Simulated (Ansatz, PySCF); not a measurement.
Pair of molecules: H2O (SMILES O) (first 3 atoms) with GeH4 (SMILES [GeH4]); geometry from B3LYP-D3(BJ)/def2-TZVP, rigid monomers moved along the line of their centres of mass till O1···Ge4 is 3.77 Å.
(charge 0, multiplicity 1):
```xyz
8

O      0.262    -0.124     0.401
H     -0.653     0.033     0.145
H      0.702     0.727     0.305
Ge    -0.227    -0.046     4.134
H     -0.457     0.038     5.656
H     -0.657     1.292     3.511
H     -1.080    -1.185     3.564
H      1.261    -0.296     3.866
```

Interaction energies are E(AB) − E(A) − E(B) at the monomers' geometry in the complex; basis-set methods are counterpoise corrected. Rows marked so take none.

Cores are frozen in the correlated methods. Filled d and f shells under p-block atoms count as core. CBS(a, b) extrapolates the correlation energy as X⁻³ and adds the Hartree–Fock energy of set b. Rows in 6-31G* carry no dispersion term and start afresh at each structure (6-31G* with six Cartesian d functions); the Pople sets are all-electron and without relativity.

The values were computed with Ansatz (a first-principles code) with Gaussian orbitals; PySCF for 6-31G* rows. Each number belongs to the level named beside it.

Question: Give the interaction energy at the level B3LYP/6-31G* (no counterpoise).

Answer: -106 meV

Question: Predict the interaction energy from CCSD(T)/aug-cc-pVDZ.

Answer: -43 meV

Question: Estimate the interaction energy that CCSD(T)/CBS(aug-cc-pVDZ, aug-cc-pVTZ) returns for this input.

Answer: -47 meV
